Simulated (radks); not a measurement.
Results of a calculation; reference values are marked as such.
Ionisation of Zn22+, [He] 2s2 2p4, to Zn23+, [He] 2s2 2p3, under several functionals. Scalar-relativistic Kohn-Sham, spin-polarised, spherical densities, point nucleus; open shells are filled with parallel spins first; a radial shooting solver on a logarithmic mesh with Libxc functionals.

[
 {"functional": "PBEsol", "E(Zn22+) (hartree)": "-1426.97888", "Exc (hartree)": "-38.77334", "IE (eV)": "2077.2", "-e(HOMO) (eV)": "2022.0", "<r> HOMO (bohr)": "0.1884", "IE error (eV)": "-7.8"},
 {"functional": "BP86", "E(Zn22+) (hartree)": "-1428.62994", "Exc (hartree)": "-40.44626", "IE (eV)": "2079.5", "-e(HOMO) (eV)": "2024.1", "<r> HOMO (bohr)": "0.1883", "IE error (eV)": "-5.5"},
 {"functional": "RPBE", "E(Zn22+) (hartree)": "-1428.48811", "Exc (hartree)": "-40.30052", "IE (eV)": "2078.0", "-e(HOMO) (eV)": "2022.8", "<r> HOMO (bohr)": "0.1884", "IE error (eV)": "-7.0"},
 {"functional": "exchange-only B88", "E(Zn22+) (hartree)": "-1428.16163", "Exc (hartree)": "-39.97322", "IE (eV)": "2077.0", "-e(HOMO) (eV)": "2021.8", "<r> HOMO (bohr)": "0.1883", "IE error (eV)": "-8.0"},
 {"functional": "AM05", "E(Zn22+) (hartree)": "-1425.94406", "Exc (hartree)": "-37.72597", "IE (eV)": "2076.2", "-e(HOMO) (eV)": "2021.3", "<r> HOMO (bohr)": "0.1884", "IE error (eV)": "-8.8"},
 {"functional": "PW91", "E(Zn22+) (hartree)": "-1428.41273", "Exc (hartree)": "-40.22350", "IE (eV)": "2079.4", "-e(HOMO) (eV)": "2024.0", "<r> HOMO (bohr)": "0.1883", "IE error (eV)": "-5.6"},
 {"functional": "Wu-Cohen GGA", "E(Zn22+) (hartree)": "-1427.71011", "Exc (hartree)": "-39.51378", "IE (eV)": "2078.7", "-e(HOMO) (eV)": "2023.4", "<r> HOMO (bohr)": "0.1883", "IE error (eV)": "-6.3"}
]

NIST Atomic Spectra Database: 2085 eV (semi-empirical). Closest: BP86. The Delta-SCF values span 3.32 eV, the total energies 2.69 hartree. The highest occupied level is 2p. Open shells are spherical and high-spin; term and fine-structure splittings are not resolved.
